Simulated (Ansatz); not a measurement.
System: CH₃BF, net charge 0, doublet state. It need not be the lowest isomer of its formula. 
Geometry from a B3LYP-D3(BJ)/def2-TZVP (Ansatz, a first-principles code) optimisation:
```xyz
6

B     -0.0270    -0.0751     0.5693
F      1.1647    -0.5005     0.2111
C     -1.0695     0.4853    -0.4436
H     -2.0969     0.3865    -0.0967
H     -0.9635     0.0231    -1.4307
H     -0.8695     1.5583    -0.5570
```
Charge 0, spin multiplicity 2.

Basis-set convergence of Hartree-Fock and MP2 correlation energies (hartree) with Ansatz. Correlated levels leave the core frozen unless marked. Open shells are spin-unrestricted. No spin-orbit coupling. No relativistic terms.

```csv
basis,functions,E(HF),"E(corr, MP2)"
cc-pVDZ,-,-163.74384,-0.39181
cc-pVTZ,132,[?],[?]
```

Problem. What belongs in the gaps?

Solution. 
- cc-pVTZ, E(HF): -163.80194
- cc-pVTZ, E(corr, MP2): -0.50140
